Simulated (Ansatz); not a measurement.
`O[SiH2][CH2][SnH3]` + CH₃NH₂ → `CN[CH2][SnH3]` + `O[SiH3]`  (substitution at a C–Si bond)

Calculated with Ansatz (gas phase, PBE0-D4/def2-TZVP geometries, no zero-point term in ΔE). CBS: MP2 limit from def2 TZ/QZ plus the TZ coupled-cluster correction, frozen cores. DFT in def2-TZVPP. B3LYP here is the variant with VWN-RPA as its local correlation; programs differ in this. def2 core potentials past Kr. For Sn outer-core shells are correlated without core-valence functions, which leaves a few kJ/mol of doubt a bond. One conformer a species, not always the lowest.

(1) Is it downhill or uphill in electronic energy at CCSD(T)/CBS, and by how much? (An estimate is asked.)

(2) What do these levels give: r2SCAN-D4, PBE0-D4, B3LYP-D4, ωB97M-V, r2SCAN, PBE0, B3LYP, MP2/def2-TZVPP, SCS-MP2/def2-TZVPP, CCSD/def2-TZVPP, HF/CBS(def2), CCSD/CBS(def2)? (Best estimate.)

Largest T1 diagnostic among the species: 0.012.

Results:

(1) Ansatz gave: Uphill: ΔE = +22.7 kcal/mol.

(2) The calculation gave: r2SCAN-D4 22.4, PBE0-D4 22.1, B3LYP-D4 21.0, ωB97M-V 22.2, r2SCAN 22.3, PBE0 21.6, B3LYP 20.2, MP2/def2-TZVPP 22.5, SCS-MP2/def2-TZVPP 21.3, CCSD/def2-TZVPP 21.6, HF/CBS(def2) 20.4, CCSD/CBS(def2) 22.6 kcal/mol.

The D4 term adds +0.8 kcal/mol with B3LYP and +0.4 kcal/mol with PBE0; it sums over pairs of atoms, weighted by their polarisabilities, and B3LYP, whose exchange is more repulsive, gets the larger term. In def2-TZVPP, CCSD(T) changes the Hartree–Fock value by +1.4 kcal/mol (the triples alone add +0.1 kcal/mol) and MP2 by +2.2 kcal/mol. From PBE to PBE0 (25 % exact exchange), in def2-TZVPP and without D4, ΔE moves by +0.8 kcal/mol.
